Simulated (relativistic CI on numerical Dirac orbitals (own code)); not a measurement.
# Ba XXXIX: q coefficients and field-shift factors

Computed by Dirac-Coulomb-Breit CI, separate exchange-only KLI orbitals for each configuration, derivatives by finite differences, unscaled Slater integrals, QED left out (own radial code, finite nucleus).

CI space (outside the closed core [Ne]): 3s²3p⁶, 3s²3p⁵3d, 3s3p⁶3d, 3p⁶3d², 3p⁵3d³. Double excitations out of closed p, d and f shells are left out; levels of such configurations are missing from the list, as are those of other unlisted configurations, and high levels can miss mixing partners.

With x = (α/α₀)² − 1 an excitation energy changes as ω = ω₀ + qx; K = 2q/ω₀ is the relative enhancement. Terms are leading LS components, so labels can repeat. The field-shift factor is F = δν/δ⟨r²⟩ for the transition from the lowest level.

Lowest level 3s²3p⁶ ¹S0.

```
        Level  ω₀ (cm⁻¹)   q (cm⁻¹)       K  F (GHz/fm²)
3s²3p⁵3d ³P°0    1326763      41170  0.0621         4.48
3s²3p⁵3d ³P°1    1376328      58780  0.0854          4.6
3s²3p⁵3d ³F°3    1419259      41340  0.0583         4.57
3s²3p⁵3d ³D°2    1439046      48420  0.0673          4.6
3s²3p⁵3d ³F°4    1542744     204300   0.265         6.25
3s²3p⁵3d ¹D°2    1570796     209200   0.266         5.94
3s²3p⁵3d ³D°3    1639897     206400   0.252         6.45
3s²3p⁵3d ³D°1    1786502     269100   0.301         2.43
3s²3p⁵3d ³F°2    2133979     848100   0.795        -27.7
3s²3p⁵3d ³D°2    2306438  1.013e+06   0.878        -25.8
3s²3p⁵3d ³F°3    2333958  1.018e+06   0.872        -26.1
3s²3p⁵3d ¹P°1    2397282     789800   0.659        -23.6
  3s3p⁶3d ³D1    3313140     979000   0.591        -1130
```

At this charge energies of transitions that change n are usually good to better than 1 %, and those within a shell (Δn = 0) to a few per cent.
